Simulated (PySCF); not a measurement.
## How methods differ on the electron affinity of Au

Au⁻ [Xe] 4f14 5d10 6s2 (1S) → Au [Xe] 4f14 5d10 6s1 (2S), as a difference of total energies. Calculation: PySCF 2.14, in aug-cc-pwCVTZ-PP with ECP60MDF (8s8p7d4f3g, 122 functions); a scalar-relativistic core potential. Correlated levels: valence: 5s2 5p6 frozen; valence and next inner shell: nothing frozen outside the core potential. The calculations carry no spin-orbit coupling.

Question: Order these methods by the electron affinity they give, lowest first.
A. MN15
B. SCS-MP2 (valence and next inner shell)
C. UHF
D. PW91

Answer: C (0.624 eV), B (2.198 eV), D (2.349 eV), A (2.371 eV).

Errors of the correlated levels include the incompleteness of this basis and the frozen core.

In the anion the highest occupied orbital energy is positive at LDA, PBE, r2SCAN, revPBE, PW91, a self-interaction effect; the basis confines that electron, and the energy difference can still be sensible.

For comparison: 2.309 eV (measured; photodetachment measurements, as compiled on the Wikipedia data page of electron affinities).
